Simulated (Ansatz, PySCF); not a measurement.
Dimer: H2O (SMILES O) (first 3 atoms) with SO2 (SMILES O=S=O); geometry from B3LYP-D3(BJ)/def2-TZVP, rigid monomers moved along the line of their centres of mass till O1···S5 is 4.87 Å.
(charge 0, multiplicity 1):
```xyz
6

O      0.5057    -0.0902     0.6105
H      0.6067     0.8503     0.4224
H     -0.3627    -0.3346     0.2694
O     -1.6217    -0.5659     5.2962
S     -0.2695    -0.0831     5.4169
O     -0.0697     1.3382     5.5446
```

Counterpoise-corrected where a basis set is named; no monomer relaxation.

Frozen-core correlation. CBS(a, b) extrapolates the correlation energy as X⁻³ and adds the Hartree–Fock energy of set b.

The values were computed with Ansatz (a quantum-chemistry and plane-wave program) with Gaussian orbitals; PySCF for the dispersion terms. 

PBE/def2-TZVPPD gives -30.9 meV for the interaction energy.

Task: Where do these levels fall relative to PBE: PBE-D3(BJ)/def2-TZVPPD, r2SCAN/def2-TZVPPD, PBE0/def2-TZVPPD, wB97M-V/def2-TZVPPD, MP2/CBS(aug-cc-pV(D+d)Z, aug-cc-pV(T+d)Z), MP2/CBS(aug-cc-pV(D+d)Z, aug-cc-pV(T+d)Z) + ΔCCSD(T)/aug-cc-pV(D+d)Z.

Result: PBE-D3(BJ)/def2-TZVPPD -4.6; r2SCAN/def2-TZVPPD -0.2; PBE0/def2-TZVPPD -1.7; wB97M-V/def2-TZVPPD -6.8; MP2/CBS(aug-cc-pV(D+d)Z, aug-cc-pV(T+d)Z) -2.8; MP2/CBS(aug-cc-pV(D+d)Z, aug-cc-pV(T+d)Z) + ΔCCSD(T)/aug-cc-pV(D+d)Z -4.4 meV. 0 of 6 lie above PBE; the widest gap is to wB97M-V/def2-TZVPPD.
